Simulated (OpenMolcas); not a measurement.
**Cr2+: effect of the metal basis**

Cr2+ with its 8 nearest fluoride ions at 2.284 Å, on the Ca site of CaF2 (a = 5.46294 Å, distance in the model lattice 2.366 Å). The rest of the host is ab initio model potentials to 7.6 Å and point charges beyond; the distance is set by hand and nothing relaxes.

| Property | Result |
| --- | --- |
| Program | OpenMolcas |
| Method | SS-CASPT2, IPEA 0.25 Eh, imaginary shift 0.1 Eh (closed shells correlated: 3s 3p and the ligand valence shells) |
| Spin-orbit coupling | state interaction with AMFI integrals over the reference wave functions |

Fixed: ligand basis ANO-RCC-VDZP, active space 4 electrons in 5 orbitals (3d), DKH2 Hamiltonian.

States (labels of O, the rotations of Oh). Energies in cm-1 above the lowest state or level, χT in cm3 K/mol; under a threefold ground state the first gap can be a small split of the lowest multiplet, not the spin-orbit step.

| Run | Metal basis | Ground state | First state of that spin | First gap with spin-orbit (degeneracies) | χT at 300 K | First state of another spin | Cost |
| --- | --- | --- | --- | --- | --- | --- | --- |
| A | ANO-RCC-VDZP | 5T2 | 5E 5590 | 13 (1, 3) | 2.628 | 3T1 14090 | roughly 7 core-minutes |
| B | ANO-RCC-VTZP | 5T2 | 5E 5470 | 12 (1, 3) | 2.639 | 2S+1 = 3: 13270 | roughly 17 core-minutes |

Against A, the first state of the same spin changes by -2.1 % in B.

Costs are those of the CASPT2 steps.

Roots that are degenerate in the reference are averaged as groups; the widest CASPT2 spread within a group is 1700 cm-1 (the 6-fold group of multiplicity 3 near 22800 cm-1 above the lowest state of its run, B). Shifts and gaps below about the spread of the groups concerned are not significant. Over all roots computed the reference weight is 0.69 to 0.70 in A, 0.68 to 0.70 in B; a low but even weight reflects the number of correlated electrons. An orbital triplet at a regular site is open to Jahn-Teller coupling, which can distort the site and quench the lowest spin-orbit gaps and is left out. Ligand-to-metal charge-transfer states are missing. These CASPT2 states fit no ligand-field parameters well, so their order and spin gaps are uncertain. With no ligand orbital active B as a rule stays too high, so bands that hang on it stand too high and its fall with covalency is understated. With one d shell and no ligand orbital active, 10Dq can be off by tens of per cent for divalent 3d ions, low with halides held by bare charges and at times high in hosts. Free-ion shares, where given, are those of the reference states; single-state CASPT2 does not remix them. A group larger than the point group allows holds several states that coincide in this model. No measured value stands beside these numbers; the geometry was set by hand and not optimised.

A state without a sure symmetry label is named by its multiplicity alone.
